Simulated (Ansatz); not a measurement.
Molecule: C3H6Cl2Si, net charge 0, singlet state. SMILES: ClC1(Cl)C[SiH2]C1
Structure (B3LYP-D3(BJ)/def2-TZVP (Ansatz, a quantum-chemistry and plane-wave program) minimum search):
```
C
C 1 1.5411
H 2 1.0847 1 115.02
H 2 1.0911 3 109.41 1 -123.48
C 1 1.5411 2 101.60 3 148.52
H 5 1.0847 1 115.02 2 -148.52
H 5 1.0911 6 109.41 1 123.48
Cl 1 1.8084 2 114.35 3 -87.78
Cl 1 1.8129 2 109.00 3 33.55
Si 2 1.9024 3 124.19 4 -132.41
H 10 1.4763 2 116.26 3 -22.58
H 10 1.4802 11 110.08 2 -135.58
```

Wanted: atomisation energy, in kcal/mol. Terms: valence correlation only; six Cartesian d functions in 6-31G* and its kin unless marked 5d; dispersion terms only where a functional's name holds one; non-relativistic; no spin-orbit coupling; atomisation electronic, to ground-state atoms; open shells spin-unrestricted. Basis-set limits of correlation are two-point, X^-3; Hartree-Fock from the larger set. Ab initio and DFT rows: single points at B3LYP-D3(BJ) geometries (Ansatz).

| species | coefficient | E at HF/6-31G* (Ansatz), Eh | E at PBE/def2-TZVPD (Ansatz), Eh |
|---|---|---|---|
| ClC1(Cl)C[SiH2]C1 | -1 | -1324.94892 | -1327.20095 |
| C atom | +3 | -37.68086 | -37.79605 |
| Cl atom | +2 | -459.44796 | -459.95933 |
| H atom | +6 | -0.49823 | -0.49962 |
| Si atom | +1 | -288.83179 | -289.22297 |

Coupled cluster (Ansatz) is a level with limits of its own, used here on species with T1 under 0.025 (0.045 for open shells) and stable references: CCSD(T)/CBS(cc-pV(T+d)Z,cc-pV(Q+d)Z). Value to compare with, CCSD(T)/CBS(cc-pV(T+d)Z,cc-pV(Q+d)Z) (Ansatz): 1035.1 kcal/mol. 1 Eh = 627.5095 kcal/mol.

Q: Compute it at each level from the table, and compare with CCSD(T)/CBS(cc-pV(T+d)Z,cc-pV(Q+d)Z) (Ansatz).

A: 
- HF/6-31G*: the sum of coefficient times E is 1.18925 Eh, or 746.27 kcal/mol. Result: 746.3 kcal/mol. Its difference against CCSD(T)/CBS(cc-pV(T+d)Z,cc-pV(Q+d)Z) (Ansatz) is -288.8 kcal/mol.
- PBE/def2-TZVPD: the sum of coefficient times E is 1.67345 Eh, or 1050.11 kcal/mol. Result: 1050.1 kcal/mol. Its difference against CCSD(T)/CBS(cc-pV(T+d)Z,cc-pV(Q+d)Z) (Ansatz) is 15.0 kcal/mol.
